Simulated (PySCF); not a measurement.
# Spin-Hamiltonian simulation

Molecule: m-toluidine (SMILES Cc1cccc(N)c1).

Cartesian coordinates in Å; atom numbers follow the order of the lines, from 1:
```xyz
17

C     2.312   -1.020   -0.326
C     1.030   -0.279   -0.074
C     1.042    1.083    0.251
C    -0.160    1.759    0.447
C    -1.379    1.101    0.328
C    -1.415   -0.266    0.006
N    -2.617   -0.926   -0.159
C    -0.196   -0.936   -0.189
H     2.582   -0.986   -1.395
H     3.149   -0.579    0.235
H     2.231   -2.080   -0.044
H     1.994    1.611    0.351
H    -0.150    2.821    0.704
H    -2.316    1.644    0.484
H    -3.422   -0.510    0.291
H    -2.590   -1.933   -0.075
H    -0.212   -2.001   -0.440
```

- geometry from PBE0-D3(BJ)/def2-SVP
- B3LYP/pcSseg-1 with gauge-including orbitals
- couplings computed with B3LYP/pcJ-1 (spin–dipole term only in couplings to heteroatoms)
- code: PySCF 2.14.0 with density-fitted response routines
- one computed conformer, fast rotation and ring inversion assumed for equivalent nuclei, no solvent, relativity neglected

Shifts are taken against calculated references (same method and geometry level): $^{1}$H (σref 31.38) vs TMS.

The 7-spin Hamiltonian (Zeeman plus full scalar coupling among like nuclei) was diagonalised exactly; lines are Lorentzian, 0.5 Hz wide, and the maxima above 3 % are listed with the tallest set to 100.

Peak list at 700 MHz for the spins H9/H10/H11/H12/H13/H14/H17:
Hz from δ = 0 (height): 4880.6 (13), 4872.2 (24), 4872.0 (24), 4863.6 (14), 4485.6 (8), 4484.8 (13), 4484.1 (14), 4483.4 (13), 4482.7 (8), 4477.2 (8), 4476.5 (12), 4475.8 (14), 4475.1 (12), 4474.4 (8), 4377.6 (7), 4376.8 (10), 4376.2 (14), 4375.4 (17), 4374.8 (18), 4374.0 (17), 4373.4 (13), 4372.7 (9), 4367.9 (3), 4367.2 (9), 4366.4 (13), 4365.6 (11), 4364.9 (9), 4364.1 (9), 4363.3 (6), 4358.4 (8), 4357.7 (12), 4356.9 (10), 4356.1 (9), 4355.4 (9), 4354.6 (6), 1568.3 (99), 1567.7 (100)

Q: Extract the chemical shifts and coupling constants behind this pattern (give the signs of the calculation).

A: 
Shifts (ppm): H9/H10/H11 2.24, H12 6.40, H13 6.96, H14 6.23, H17 6.25.
Couplings (Hz): H9–H10, H9–H11, H10–H11: -15.7; H9–H12, H10–H12, H11–H12: -0.8; H9–H13, H10–H13, H11–H13: 0.3; H9–H14, H10–H14, H11–H14: -0.8; H9–H17, H10–H17, H11–H17: -0.8; H12–H13: 8.3; H12–H14: 0.7; H12–H17: 1.4; H13–H14: 8.8; H13–H17: 0.4; H14–H17: 2.3.
These are the parameters used. A line list fixes at most the relative signs, and those only where coupling is strong; other parameter sets or atom labellings may fit too, and couplings well below the line width leave little trace. Couplings within a CH3 group never show.

OH/NH shifts are gas-phase values; hydrogen bonding in solution moves them, usually downfield. Unscaled 3J(H,H) at this level run about 10 % above measured values.
